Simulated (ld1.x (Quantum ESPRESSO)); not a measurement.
## Transferability test, TM potential for phosphorus

ld1.x (Quantum ESPRESSO) 7.5 input, shortened:

```
&input
   title='P', zed=15., rel=1, dft='PBESOL', iswitch=3,
   config='[Ne] 3s1.5 3p3.5 3d-2'
 /
 &inputp
   pseudotype=2, tm=.true., lloc=0,
   nlcc=.false.
 /
3
3P  2  1   3.50   0.00  1.90  1.90  0.0
3D  3  2  -2.00   0.25  1.65  1.65  0.0
3S  1  0   1.50   0.00  1.25  1.25  0.0
 &test
   configts(1)='3s1.5 3p3.5'
 /
```

Energies are relative to the spin-unpolarised reference configuration 3s1.5 3p3.5; without spin polarisation the order of configurations can differ from experiment. The frozen-core shift is the all-electron ΔE with the core orbitals held at their reference shape minus the fully relaxed ΔE.

Question: Give the all-electron excitation energy and the error of the potential for: 3s2 3p3; 3s2 3p2; 3s2 3p1; 3s0 3p5; 3s1 3p0; 3s1 3p4; 3s2 3p3.3.

Answer:

| valence configuration | charge | ΔE all-electron (eV) | error AE − PS (meV) | frozen-core shift (meV) |
| --- | --- | --- | --- | --- |
| 3s2 3p3 | 0 | -4.237 | +1.2 | +0.1 |
| 3s2 3p2 | +1 | 5.461 | +3.9 | +0.7 |
| 3s2 3p1 | +2 | 24.573 | +25 | +8.4 |
| 3s0 3p5 | 0 | 12.915 | +21 | +1.4 |
| 3s1 3p0 | +4 | 106.191 | +244 | +142 |
| 3s1 3p4 | 0 | 4.272 | +1.9 | +0.2 |
| 3s2 3p3.3 | -0.3 | -5.536 | +1.6 | +0.1 |

Levels in the configuration 3s2 3p1:

```
level  all-electron (eV)  pseudo (eV)
   3s            -33.897      -33.858
   3p            -24.240      -24.201
```

ld1.x printed “convergence not achieved” for 2 of the counted tests; their residual had stalled under 1e-8, short of the target of 1e-14.
